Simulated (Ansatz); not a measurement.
`NBCl` + `O[SiH2][SiH3]` → `[SiH3][SiH2]OBCl` + NH₃  (ligand exchange at a B–N bond)

Calculated with Ansatz (gas phase, PBE0-D4/def2-TZVP geometries, no zero-point term in ΔE). CCSD(T)/CBS is the MP2 limit (def2-TZVPP, def2-QZVPP) plus CCSD(T) − MP2 in def2-TZVPP, frozen cores. This one scheme is used for every species. Functionals use def2-TZVPP. Each species was taken in one conformer, which may not be the lowest.

`NBCl`:

```xyz
6

N    -0.372    0.649   -0.161
B     0.405   -0.436    0.203
Cl   -0.091   -2.066   -0.269
H    -0.126    1.591    0.087
H    -1.223    0.563   -0.691
H     1.408   -0.300    0.830
```

`O[SiH2][SiH3]`:

Cartesian coordinates in Å:
```
O -1.948 -0.686 -0.152
Si -0.855 0.554 -0.119
Si 1.329 -0.190 0.314
H -1.805 -1.387 -0.789
H -0.851 1.307 -1.408
H -1.321 1.464 0.957
H 2.275 0.960 0.278
H 1.750 -1.173 -0.724
H 1.425 -0.848 1.644
```

`[SiH3][SiH2]OBCl`:

Cartesian coordinates in Å:
```
Si 1.018 -0.594 1.308
Si 0.616 1.004 -0.361
O -0.788 0.693 -1.208
B -1.701 -0.276 -1.114
Cl -3.078 -0.269 -2.204
H 2.284 -0.221 1.997
H -0.087 -0.610 2.303
H 1.169 -1.950 0.720
H 1.721 1.025 -1.353
H 0.473 2.360 0.225
H -1.627 -1.163 -0.313
```

NH₃:

Cartesian coordinates in Å:
```
N 0.244 0.133 0.046
H 0.384 -0.847 -0.169
H -0.364 0.176 0.854
H -0.264 0.538 -0.731
```

```
             level  ΔE (kJ/mol)
           PBE0-D4         -2.1
SCS-MP2/def2-TZVPP         -7.5
      HF/CBS(def2)         -9.5
     MP2/CBS(def2)         -6.0
```

**Question.** What does CCSD(T)/CBS give? (Estimate.)

**Answer.** Ansatz gave: -7.4 kJ/mol. The listed levels differ from it by 5.3, -0.1, -2.1, 1.4 kJ/mol.

Largest T1 diagnostic among the species: 0.013.

The D4 term adds −5.5 kJ/mol with B3LYP and −3.4 kJ/mol with PBE0; it sums over pairs of atoms, weighted by their polarisabilities, and B3LYP, whose exchange is more repulsive, gets the larger term.

B3LYP here is the variant with VWN-RPA as its local correlation; programs differ in this.
